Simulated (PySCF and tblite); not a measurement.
The numbers below are computed, except where a source is named.
System: C8H8, numbered as in [CH:1]1=[CH:2]\[CH:3]=[CH:4]/[CH:5]=[CH:6]\[CH:7]=[CH:8]/1.

The path came from a restrained scan, a climbing-image band and a saddle search at GFN2-xTB; energies are PBE0/pcSseg-1 + D3(BJ), IEF-PCM tetrahydrofuran//GFN2-xTB, thermal terms GFN2-xTB. Rates follow Eyring's equation with the number of equivalent paths and no tunnelling. Run with tblite and PySCF.

Task: Estimate the barrier and the room-temperature rate of the inversion of the 8-membered ring (1–2–3–4–5–6–7–8).

Result: The electronic barrier is 11.2 kcal/mol and ΔG‡(298 K) 12.4 kcal/mol, over a D4h saddle with an imaginary mode of 148i cm⁻¹ (GFN2-xTB). With 1 equivalent path, k is 5060 s⁻¹, a mean lifetime of the start of 200 µs against this motion.
